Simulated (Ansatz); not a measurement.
Computed with Ansatz on PBE0-D4/def2-TZVP structures; ΔE is electronic, products minus reactants. CCSD(T)/CBS is the MP2 limit (def2-TZVPP, def2-QZVPP) plus CCSD(T) − MP2 in def2-TZVPP, frozen cores. This one scheme is used for every species. DFT in def2-TZVPP. For Ga outer-core shells are correlated without core-valence functions, which leaves a few kJ/mol of doubt a bond. Scalar relativity is left out up to krypton. Each species was taken in one conformer, which may not be the lowest.

`[OH][Ga]([SH])[SiH2]F` + HCl → `F[SiH2]Cl` + `[OH][GaH][SH]`  (cleavage of the Si–Ga bond)

| level | ΔE (kJ/mol) |
| --- | --- |
| CAM-B3LYP-D4 | -97.9 |
| r2SCANh | -100.5 |

Task: What does CCSD(T)/CBS give? (Best estimate.)

Result: Computed: -97.0 kJ/mol. The listed levels differ from it by -0.9, -3.5 kJ/mol.

Task: What do rigid-rotor, harmonic-oscillator terms from PBE0-D4/def2-TZVP frequencies (298.15 K, 1 bar) make of the CCSD(T)/CBS value? (Estimate.)

Result: Computed: ΔZPE = +4.2 kJ/mol, ΔH = -98.2 kJ/mol, ΔS = -4 J/(mol·K), ΔG = -97.1 kJ/mol. Modes under 50 cm⁻¹ make the entropy rough.

Largest T1 diagnostic among the species: 0.014.

The D4 term adds +4.1 kJ/mol with B3LYP and +2.7 kJ/mol with PBE0; it sums over pairs of atoms, weighted by their polarisabilities, and B3LYP, whose exchange is more repulsive, gets the larger term. Leaving LDA and LC-ωPBE aside and taking each functional with its dispersion term where it has one, the values, not all of them listed here, spread over 21.2 kJ/mol, from B97M-V to PBE-D4. LDA lies −3.5 kJ/mol from PBE without D4.

B3LYP here is the variant with VWN-RPA as its local correlation; programs differ in this.
